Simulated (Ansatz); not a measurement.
Process, species as SMILES: C1[C@@H](O1)C + H+ -> C[C@H]1C[OH+]1 (at O, the best of the heteroatom sites tried; carbon was not tried)

Wanted: proton affinity (electronic), in kcal/mol. Positive where the reaction releases energy. Set-up: spin-orbit terms left out; frozen cores in correlated levels; no dispersion term unless named; six Cartesian d functions in 6-31G* and its kin unless marked 5d; LANL2DZ all-electron up to Ne; non-relativistic; 6-311+G** with 5d. CBS marks a two-point X^-3 extrapolation of the correlation energy; Hartree-Fock from the larger set. [CCSD(T)-MP2]/basis is that difference in the basis named. First-principles rows: single points at B3LYP-D3(BJ) geometries (Ansatz, a first-principles code).

Coupled cluster (Ansatz) is a level with limits of its own, used here on species with T1 under 0.025 (0.045 for open shells) and stable references: RI-MP2/CBS(cc-pVTZ,cc-pVQZ)+[CCSD(T)-MP2]/cc-pVTZ.

Value to compare with, RI-MP2/CBS(cc-pVTZ,cc-pVQZ)+[CCSD(T)-MP2]/cc-pVTZ (Ansatz): 197.3 kcal/mol.

```json
[
 {"level": "B3LYP/STO-3G", "program": "Ansatz", "proton affinity (electronic) (kcal/mol)": "235.9", "difference": "38.6"},
 {"level": "B3LYP/3-21G", "program": "Ansatz", "proton affinity (electronic) (kcal/mol)": "207.0", "difference": "9.7"},
 {"level": "B3LYP/LANL2DZ", "program": "Ansatz", "proton affinity (electronic) (kcal/mol)": "201.5", "difference": "4.2"},
 {"level": "B3LYP/6-31G", "program": "Ansatz", "proton affinity (electronic) (kcal/mol)": "201.1", "difference": "3.8"},
 {"level": "B3LYP/6-31G*", "program": "Ansatz", "proton affinity (electronic) (kcal/mol)": "198.0", "difference": "0.7"},
 {"level": "B3LYP/6-31+G*", "program": "Ansatz", "proton affinity (electronic) (kcal/mol)": "194.0", "difference": "-3.3"},
 {"level": "B3LYP/6-31G**", "program": "Ansatz", "proton affinity (electronic) (kcal/mol)": "201.5", "difference": "4.2"},
 {"level": "B3LYP/def2-SVP", "program": "Ansatz", "proton affinity (electronic) (kcal/mol)": "197.9", "difference": "0.6"},
 {"level": "B3LYP/cc-pVDZ", "program": "Ansatz", "proton affinity (electronic) (kcal/mol)": "199.8", "difference": "2.5"},
 {"level": "B3LYP/6-311+G**", "program": "Ansatz", "proton affinity (electronic) (kcal/mol)": "197.2", "difference": "-0.1"},
 {"level": "B3LYP/def2-TZVPD", "program": "Ansatz", "proton affinity (electronic) (kcal/mol)": "197.2", "difference": "-0.1"}
]
```

Among the 10 habitual levels, B3LYP/STO-3G lies farthest from RI-MP2/CBS(cc-pVTZ,cc-pVQZ)+[CCSD(T)-MP2]/cc-pVTZ (Ansatz) (38.6 kcal/mol); 8 of 10 lie above it, and their mean absolute difference is 6.8 kcal/mol, the median 3.5. One case shows no general order.

The sets are all those run for this method; runs whose electronic state is in doubt are left out.
